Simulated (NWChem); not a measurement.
## Correlation energy of H$_{3}$AlO$_{3}$

```xyz
7

Al     0.0000     0.0000     0.0000
O      1.4664     0.8512     0.0000
H      1.5233     1.8076     0.0000
O     -1.4703     0.8444     0.0000
H     -2.3271     0.4157     0.0000
O      0.0038    -1.6956     0.0000
H      0.8033    -2.2235     0.0000
```
Charge 0, spin multiplicity 1.

Program: NWChem. The geometry was optimised at PBE0/def2-SVP, a minimum by its harmonic frequencies. It is one conformer; others weren't searched.

Basis set: 3-21G. Each correlation energy counts from its own Hartree-Fock reference.

The correlated methods keep 8 core orbitals frozen. The structure started from a generated list of species. No row is a measurement; the coupled-cluster row has its own basis-set and correlation limits.

Question: For the correlation energy, CR-CCSD[T] gives -398.8 mHa and CCSD+T(CCSD) gives -400.4 mHa. What do CCSD, SCS-MP2, CR-CCSD(T) give?

Answer: CCSD: -391.7 mHa; SCS-MP2: -374.5 mHa; CR-CCSD(T): -397.8 mHa.
